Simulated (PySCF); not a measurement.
Species: C₄H₂FO (charge 0, doublet). It need not be the lowest isomer of its formula. SMILES: Fc1[c]cco1
Geometry from a B3LYP-D3(BJ)/def2-TZVP (Ansatz) optimisation:
```xyz
8

F      1.9972     0.0703     0.0977
C      0.6981    -0.1103     0.0517
C     -0.0973    -1.1862     0.1494
C     -1.4460    -0.7485     0.0202
C     -1.3575     0.5947    -0.1502
O     -0.0413     1.0039    -0.1331
H     -2.3454    -1.3382     0.0489
H     -2.0825     1.3753    -0.2907
```
Charge 0, spin multiplicity 2.

Dispersion corrections to the total energy (kcal/mol) from the dftd3 and dftd4 libraries through PySCF: D3(BJ) without and D4 with the three-body term, each with the damping fitted for the functional named.

| functional | D3(BJ) | D4 |
|---|---|---|
| TPSSh | … | -4.78 |
| r2SCAN | -0.96 | … |
| BLYP | -7.90 | -8.97 |
| PW6B95 | -1.71 | … |
| TPSS | -4.58 | -5.30 |
| PBE | -3.67 | -3.90 |
| LC-wPBE | -3.33 | -4.31 |

Problem. Some entries are withheld; supply them.

Solution. 
- TPSSh, D3(BJ): -4.16
- r2SCAN, D4: -0.92
- PW6B95, D4: -3.53
